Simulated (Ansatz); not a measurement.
Start from `C=C(N)O` and change one atom or group to get `C=[C](N)[GaH][CH3]`.

Ansatz, PBE0-D4/def2-TZVP geometries, multiplicity 1. Each molecule was computed in one conformer, which needn't be the lowest.

Scalar relativity is left out up to krypton.

| property | `C=C(N)O` |
| --- | --- |
| HOMO energy (PBE/def2-TZVPP) / eV | -4.66 |
| HOMO–LUMO gap (PBE/def2-TZVPP) / eV | 4.67 |
| HOMO–LUMO gap (PBE0/def2-TZVPP) / eV | 6.74 |
| size of the dipole moment (PBE/def2-TZVPP) / D | 1.05 |
| LUMO energy (B3LYP/def2-TZVPP) / eV | 0.50 |
| HOMO energy (PBE0/def2-TZVPP) / eV | -5.86 |

Task: Give the same properties after the change, and the shifts. (Best estimate.)

Result: Ansatz gave: 
| property | `C=[C](N)[GaH][CH3]` | shift |
| --- | --- | --- |
| HOMO energy (PBE/def2-TZVPP) / eV | -4.87 | -0.21 |
| HOMO–LUMO gap (PBE/def2-TZVPP) / eV | 2.85 | -1.82 |
| HOMO–LUMO gap (PBE0/def2-TZVPP) / eV | 4.74 | -2.00 |
| size of the dipole moment (PBE/def2-TZVPP) / D | 0.95 | -0.10 |
| LUMO energy (B3LYP/def2-TZVPP) / eV | -1.50 | -2.00 |
| HOMO energy (PBE0/def2-TZVPP) / eV | -5.97 | -0.11 |

With PBE0 the HOMO falls by 0.11 eV and the LUMO falls by 2.11 eV, so the gap narrows by about 2.00 eV. PBE moves the HOMO by -0.21 eV and ωB97M-V by -0.06 eV. Dipoles are sizes alone; their direction can turn.

B3LYP here is the variant with VWN-RPA as its local correlation; programs differ in this.
